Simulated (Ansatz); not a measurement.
Mulliken charges of CH$_{5}$ClGeOSe (`C[O][GeH]([Cl])[SeH]`) from PBE/def2-TZVPP in Ansatz (PBE0-D4/def2-TZVP geometry).

```json
{"atom": "C1", "x (Å)": "1.034", "y (Å)": "0.475", "z (Å)": "1.100", "charge (e)": "-0.131"}
{"atom": "O2", "x (Å)": "0.122", "y (Å)": "1.185", "z (Å)": "0.288", "charge (e)": "-0.325"}
{"atom": "Ge3", "x (Å)": "-0.819", "y (Å)": "0.344", "z (Å)": "-0.937", "charge (e)": "0.553"}
{"atom": "Cl4", "x (Å)": "0.555", "y (Å)": "-0.464", "z (Å)": "-2.387", "charge (e)": "-0.283"}
{"atom": "Se5", "x (Å)": "-2.041", "y (Å)": "-1.449", "z (Å)": "-0.044", "charge (e)": "-0.227"}
{"atom": "H6", "x (Å)": "1.867", "y (Å)": "0.075", "z (Å)": "0.513", "charge (e)": "0.100"}
{"atom": "H7", "x (Å)": "1.431", "y (Å)": "1.176", "z (Å)": "1.836", "charge (e)": "0.108"}
{"atom": "H8", "x (Å)": "0.545", "y (Å)": "-0.350", "z (Å)": "1.632", "charge (e)": "0.094"}
{"atom": "H9", "x (Å)": "-1.706", "y (Å)": "1.409", "z (Å)": "-1.577", "charge (e)": "0.030"}
{"atom": "H10", "x (Å)": "-0.988", "y (Å)": "-2.399", "z (Å)": "-0.423", "charge (e)": "0.082"}
```

By hand: the dipole of these point charges (1 e Å = 4.8032 D).

Σ q r = (-0.061, 0.150, 0.251) e Å, of length 0.299 e Å = 1.44 D.

How does the dipole of the full density compare? (Best estimate.)

Computed: (-0.018, -0.067, 0.184) e Å, 0.94 D; the point charges give 1.53 times that, at 51° from its direction.

Point charges leave out the atoms' own dipoles, such as those of lone pairs, and Mulliken's split depends on the basis, so the two needn't agree.
